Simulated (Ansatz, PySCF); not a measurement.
fluoroethane cation (C₂H₅F), SMILES FCC (connectivity only; charge and spin as stated), charge +1, multiplicity 2. Atoms are numbered in the order given.

```xyz
8

C      1.1838    -0.1311     0.2657
C     -0.2478    -0.2929     0.1536
F     -0.9407     0.5748    -0.5210
H      1.6393    -0.9216     0.8601
H      1.6464    -0.0833    -0.7406
H      1.4284     0.8656     0.6838
H     -0.8298    -0.5575     1.1283
H     -0.6428    -1.3607    -0.0967
```
Charge +1, spin multiplicity 2.

Coordinates come from a PBE0-D3(BJ)/def2-TZVP optimisation. The spin state was assumed, not searched.

Two levels are set side by side: PBE-D3(BJ)/def2-TZVP (Ansatz, an electronic-structure program) and PBE0-D3(BJ)/def2-TZVP (Ansatz). Each level has its own optimised geometry; the coordinates shown are those of the second. Frequencies come from the Hessian of PySCF at each geometry. Differences are taken from unrounded values.

```
quantity                            PBE0-D3(BJ)  PBE-D3(BJ)  PBE-D3(BJ) minus PBE0-D3(BJ)
----------------------------------  -----------  ----------  ----------------------------
mean bond length (Å)                      1.197       1.206                         0.009
bond C1–C2 (Å)                            1.445       1.453                         0.008
bond C2–F3 (Å)                            1.299       1.330                         0.031
bond C1–H4 (Å)                            1.089       1.096                         0.007
bond C1–H5 (Å)                            1.109       1.122                         0.013
bond C1–H6 (Å)                            1.108       1.122                         0.014
bond C2–H7 (Å)                            1.166       1.160                        -0.005
bond C2–H8 (Å)                            1.166       1.160                        -0.005
highest harmonic wavenumber (cm⁻¹)         3172        3089                           -83
mean harmonic wavenumber (cm⁻¹)            1457        1408                           -49
zero-point energy (kcal/mol)              37.48       36.22                         -1.26
```

Exact exchange shortens and stiffens bonds; PBE has none. Differences between two approximate levels are no errors against the true value.
